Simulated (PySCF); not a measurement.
**Löwdin shares of the frontier orbitals**

C4H8N2Si.
Structure used (GFN2-xTB), in Å, numbered top down from 1:
```xyz
15
C4H8N2Si angstrom
C     -2.5556   -0.3689   -0.0522
C     -1.1321    0.0506    0.0636
C     -0.6328    1.2787    0.5521
N      0.6778    1.3057    0.5253
N      1.0778    0.1213    0.0307
Si     2.7978   -0.1413   -0.1857
C      0.0006   -0.6519   -0.2584
H     -3.0103   -0.4467    0.9353
H     -3.1234    0.3632   -0.6251
H     -2.6273   -1.3352   -0.5457
H     -1.1878    2.1213    0.9171
H      3.1909    0.3932   -1.4903
H      2.9603   -1.5955   -0.1469
H      3.4348    0.5482    0.9253
H      0.1249   -1.6345   -0.6671
```

Level of theory: TDDFT PBE0/def2-SVPD, vertical, gas phase, core orbitals frozen in the response (PySCF 2.14.0, density-fitted response routines).

Frontier orbitals with the atoms that hold most of them (Löwdin shares over 4%, at most four atoms; ? is withheld):

```
orbital  ε (eV)                              atoms
 LUMO+2    0.75    Si6 45%, H14 9%, H12 8%, H13 8%
 LUMO+1    0.28    Si6 29%, C7 12%, N4 11%, N5 10%
   LUMO       ?    Si6 25%, N4 12%, C7 12%, N5 10%
   HOMO   -6.89                                  ?
 HOMO-1   -7.42                                  ?
 HOMO-2   -8.03      N4 62%, C3 12%, N5 10%, C2 5%
 HOMO-3  -10.13  Si6 36%, H12 27%, H14 12%, H13 6%
```

(1) Give the leading atoms of the HOMO.

(2) Give the leading atoms of the HOMO-1.

(3) What is the LUMO energy, and the HOMO–LUMO gap?

## Answers

(1) C2 (bonded to 3 C) 29%; C7 (bonded to C, N and H) 21%; N4 (bonded to C and N) 14%; N5 (bonded to C, N and Si) 13%. By element: carbon 50% or more, nitrogen 27%.

(2) C3 (bonded to C, N and H) 26%; N5 (bonded to C, N and Si) 24%; N4 (bonded to C and N) 22%; C7 (bonded to C, N and H) 12%. By element: nitrogen 46%, carbon 39% or more.

(3) ε(LUMO) = 0.16 eV; the gap is 7.05 eV (0.2590 hartree).

The HOMO–LUMO gap is 7.05 eV. Where does the response calculation put the lowest singlet, and from which orbitals?

S1 is at 6.05 eV (f = 0.011), 1.00 eV below the gap, made of HOMO→LUMO (75%), HOMO→LUMO+1 (22%). Without the coupling terms of the response equations the lowest excitation would equal the gap.

Next come S2 at 6.22 eV (f 0.082), HOMO→LUMO+1 (68%), HOMO→LUMO (15%); S3 at 6.47 eV (f 0.0046), HOMO-2→LUMO (51%), HOMO-2→LUMO+1 (34%); S4 at 6.49 eV (f 0.0040), HOMO-1→LUMO (54%), HOMO-1→LUMO+1 (34%); S5 at 6.65 eV (f 0.0037), HOMO→LUMO+2 (76%), HOMO→LUMO+3 (17%).

Löwdin shares depend on the basis, the more so with diffuse functions.

The run took about 80 s of CPU time (one thread, shared machine).
